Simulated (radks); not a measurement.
Problem. The mean radii <r> (bohr) of the occupied orbitals of an atom or ion are listed with their occupations. Method: scalar-relativistic Kohn-Sham, RPBE, spin-polarised, spherical densities, finite nucleus; Fermi nuclear charge, rms radius of each element as measured or else 0.836 A^(1/3) + 0.57 fm; computed with a radial shooting solver on a logarithmic mesh with Libxc functionals.

orbital  occ.      <r>
1s down     1  0.03040
1s up       1  0.03040
2s up       1   0.1316
2s down     1   0.1316
2p up       3   0.1149
2p down     3   0.1149
3s up       1   0.3582
3s down     1   0.3582
3p up       3   0.3570
3p down     3   0.3570
3d up       5   0.3346
3d down     5   0.3346
4s up       1   0.8763
4s down     1   0.8759
4p up       3   0.9525
4p down     3   0.9524
4d up       5    1.195
4d down     4    1.198

Name the element and its charge. Open shells, if any, are filled with parallel spins first.

Solution. Z = 48, cadmium, charge +3: Cd3+ in [Kr] 4d9. The 1s radius gives Z: for a bare nucleus <r> = (2 gamma + 1)/(2Z) with gamma = sqrt(1 - (Z/c)^2), 0.02993 bohr for Z = 48, and screening makes it slightly larger (0.03040 here). The occupations add up to 45, and the charge is Z minus that.
